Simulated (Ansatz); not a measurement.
System: C$_{3}$H$_{8}$FSi, net charge -1, singlet state. It need not be the lowest isomer of its formula. Whether it binds its extra electron was not tested at this geometry. SMILES: [CH2-][Si](C)(C)F
Structure (B3LYP-D3(BJ)/def2-TZVP (Ansatz, a first-principles code) minimum search):
```
Si
F 1 1.6839
C 1 1.7468 2 121.74
H 3 1.0889 1 121.12 2 77.54
H 3 1.0889 4 113.41 1 156.85
C 1 1.9050 2 98.89 3 -124.88
H 6 1.0929 1 110.98 2 -159.80
H 6 1.0946 7 107.50 1 120.27
H 6 1.0948 7 108.55 8 116.27
C 1 1.9050 2 98.89 6 -110.25
H 10 1.0929 1 110.98 2 159.80
H 10 1.0946 11 107.50 1 -120.27
H 10 1.0948 11 108.55 12 -116.27
```
Charge -1, spin multiplicity 1.

Parts of the frozen-core correlation energy in aug-cc-pV(T+d)Z (Ansatz, hartree). Frozen orbitals: 9; correlated occupied orbitals by spin: 16 and 16; virtual: 398 and 398. Spin-orbit coupling is left out. No relativistic terms.

```csv
term,value
reference (HF),-506.78750
MP2 opposite-spin,(withheld)
MP2 same-spin,-0.22019
CCSD correlation,(withheld)
(T),(withheld)
T1 diagnostic,0.012
largest doubles amplitude,0.013
```

Problem. Fill in the missing entries.

Solution. 
- MP2 opposite-spin, value: -0.72923
- CCSD correlation, value: -0.99036
- (T), value: -0.03977
